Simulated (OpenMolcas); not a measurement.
Pm3+.

| Property | Result |
| --- | --- |
| Program | OpenMolcas 26.06 |
| Basis | ANO-R3 [9s7p5d5f3g1h] |
| Scalar Hamiltonian | X2C, finite nucleus |
| Active space | 4 electrons in 7 orbitals (4f) |
| State averaging | 2S+1 = 5 even, 35 roots; 2S+1 = 3 even, 210 roots (106 in the spin-orbit step); 2S+1 = 1 even, 196 roots (55 in the spin-orbit step) |
| Spin-orbit coupling | RASSI with atomic mean-field integrals over the reference wave functions, term energies averaged over their components |

Two sets of levels on these reference wave functions, in cm⁻¹ above 4f⁴ ⁵I₄: one from CASSCF and one from MS-CASPT2, IPEA 0.25 Eh, imaginary shift 0.1 Eh (closed shells correlated: 5s 5p).

```tsv
Level	Set 1	Set 2
4f⁴ ⁵I₄	0.0	0.0
4f⁴ ⁵I₅	1560	1602
4f⁴ ⁵I₆	3300	3360
4f⁴ ⁵I₇	5160	5220
4f⁴ ⁵I₈	7120	7130
4f⁴ ⁵F₁	16670	13630
4f⁴ ⁵F₂	17200	14130
4f⁴ ⁵F₃	18100	15050
4f⁴ ⁵S₂	18890	16290
4f⁴ ⁵F₄	19170	16080
4f⁴ ³K₆	20280	17890
4f⁴ ⁵F₅	20620	17570
4f⁴ ³K₇	21810	19460
4f⁴ ³H₄ [58 %]	23330	19270
4f⁴ ³K₈	23530	21180
4f⁴ ⁵G₂	24690	20610
```

**Question.** Which set is which?

**Answer.** Set 2 is MS-CASPT2. Its levels of the other terms of 4f⁴ lie at 0.82 to 0.90 of the other set's values, as expected, since terms of lower spin or lower L gain more correlation energy than the Hund ground term.

CASPT2 does not keep the components of a term degenerate, so their means are used; among the terms shown or strongly mixed into the levels shown the widest spread is 1100 cm-1 (4f⁴ ⁵I, MS-CASPT2). High states are left out of the spin-orbit mixing, which shifts the levels that they would mix with. Without dynamic correlation excited terms often stand tens of per cent too high (terms of higher spin than the ground term too low), and those without a measured partner can miss by more than the paired ones (holds for CASSCF). Blocks of more than 70 roots (2S+1 = 3 even) ran without multistate coupling (holds for MS-CASPT2). Levels of configurations outside the active space are missing. Levels that lie high or do not pair safely by name in every column are left out.

A share in square brackets marks a mixed level and gives the weight of the term that names it, the lowest over the columns.
